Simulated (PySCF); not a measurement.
Se(I)(OH) (HIOSe), SMILES [Se](O)I.

The structure is a stationary point at PBE0-D3(BJ)/def2-TZVP. The def2 effective core potentials stand for the cores of I; spin–orbit coupling is left out. One conformer was computed; it need not be the lowest.

These are ωB97X/def2-TZVPD in PySCF values and carry that method's errors.

Isolated molecule, no solvent.

Computed frontier levels, gap, dipole moment and polarisability:
```yaml
highest_occupied_level: -8.87 eV
lowest_empty_level: -0.60 eV
orbital_gap: 8.26 eV
dipole_moment: 1.35 D
quadrupole, principal values (traceless, Buckingham form, about the centre of nuclear charge): -7.50, 1.67, 5.83 D·Å
mean_static_polarisability: 71.0 bohr³ (10.52 Å³)
polarisability_principal_values: 55.7, 60.8, 96.5 bohr³
```
